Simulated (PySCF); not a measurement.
**TiCl₃⁺: breathing scan**

Method: PBE/[Ti def2-SVP, Cl def2-SVP], no relativity, density fitting, PySCF.

Rigid scan from the singlet minimum (Ti–Cl 2.119 Å (×3); Cl–Ti–Cl 109.3° (×3)). Coordinate: all bonds to the central atom scaled together. Energies in kJ/mol from the minimum.

| scale of all bonds to the centre | E (kJ/mol) | dipole size (D, about the centre of mass) |
| --- | --- | --- |
| 0.88 | 291.2 | 2.63 |
| 0.92 | 112.3 | 2.84 |
| 0.96 | 24.5 | 3.05 |
| 1.00 | 0.0 | 3.25 |
| 1.04 | 18.6 | 3.45 |
| 1.08 | 65.7 | 3.64 |
| 1.14 | 167.5 | 3.92 |
| 1.22 | 329.3 | 4.27 |
| 1.35 | 595.7 | 4.79 |

At long bonds a restricted determinant can lie too high, and another spin state can fall below this curve.
